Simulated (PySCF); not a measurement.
Molecule: SMILES C(NC/C=C\C)C, C₆H₁₃N.

Bonds (- single, = double, # triple, : aromatic): C1-C2, C2=C3, C3-C4, C4-N5, N5-C6, C6-C7. C1 carries H8, H9, H10; C2 carries H11; C3 carries H12; C4 carries H13, H14; N5 carries H15; C6 carries H16, H17; C7 carries H18, H19, H20. Stereochemistry as in C/C=C\CNCC.

Frames of a GFN2-xTB Langevin trajectory at 200 K; GIAO PBE0/pcSseg-1 shieldings in PySCF 2.14, gas phase, non-relativistic; equivalent atoms averaged within each frame.

Scale: ¹³C (186.93 ppm) and ¹H (31.72 ppm) vs TMS; ¹⁵N (267.73 ppm) vs NH3 (reference shieldings calculated alike). The references are static minima.

**Question.** How do the shifts (ppm) fluctuate along the trajectory?

**Answer.** 
```csv
time (fs),C3,C2,C4,C6,C7,C1,N5,H12,H11,H13/H14
250,148.0,134.5,51.7,49.1,16.8,13.4,78.8,6.53,5.66,3.57
425,138.3,140.4,52.9,50.5,17.2,23.4,72.7,6.28,6.21,3.86
625,138.5,137.7,48.3,47.3,24.4,16.1,64.2,6.23,6.78,3.58
800,139.8,140.1,47.7,43.4,17.5,14.7,57.0,5.84,6.99,3.36
1000,141.2,130.4,48.8,42.2,17.8,22.2,77.5,6.10,6.34,3.81
mean of frames,141.2,136.6,49.9,46.5,18.7,18.0,70.0,6.20,6.39,3.64
standard deviation,4.0,4.2,2.3,3.6,3.2,4.5,9.2,0.25,0.52,0.20
```

5 frames give an uncertainty of the mean of about the standard deviation over 2.2 at best, since frames this close in time may not be independent; classical motion lacks zero-point vibration, and the reference would need the same averaging.
